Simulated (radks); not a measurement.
Polarisability of the silicon ion Si4+, [Ne], at imaginary frequency. Method: non-relativistic Kohn-Sham, LDA (Slater exchange, VWN5 correlation), spin-unpolarised, spherical densities, point nucleus; computed with a radial shooting solver on a logarithmic mesh with Libxc functionals. Response by self-consistent Sternheimer equations with the Hartree and adiabatic LDA kernel.

| w (hartree) | alpha1(iw) (bohr^3) | alpha2(iw) (bohr^5) |
|---|---|---|
| 0.00266 | 0.1716 | 0.1136 |
| 0.0143 | 0.1716 | 0.1136 |
| 0.0360 | 0.1716 | 0.1136 |
| 0.0697 | 0.1716 | 0.1136 |
| 0.118 | 0.1715 | 0.1135 |
| 0.186 | 0.1714 | 0.1134 |
| 0.280 | 0.1711 | 0.1133 |
| 0.413 | 0.1706 | 0.1130 |
| 0.605 | 0.1694 | 0.1123 |
| 0.892 | 0.1669 | 0.1108 |
| 1.35 | 0.1614 | 0.1075 |
| 2.12 | 0.1487 | 0.09993 |
| 3.59 | 0.1208 | 0.08280 |
| 6.94 | 0.07128 | 0.05053 |
| 17.5 | 0.02032 | 0.01454 |

Static values: alpha1 = 0.1716 bohr^3 (0.02543 angstrom^3; uncoupled 0.1919), alpha2 = 0.1136 bohr^5, alpha3 = 0.1249 bohr^7. C6 = 0.1285, C8 = 0.4382, triple-dipole C9 = 0.01605 atomic units. One-pole (London) frequency 4 C6 / (3 alpha1^2) = 5.817 hartree, against 5.460 for minus the highest occupied eigenvalue. The dipole shielding factor is 0.714, as the force sum rule N/Z = 0.714 demands.
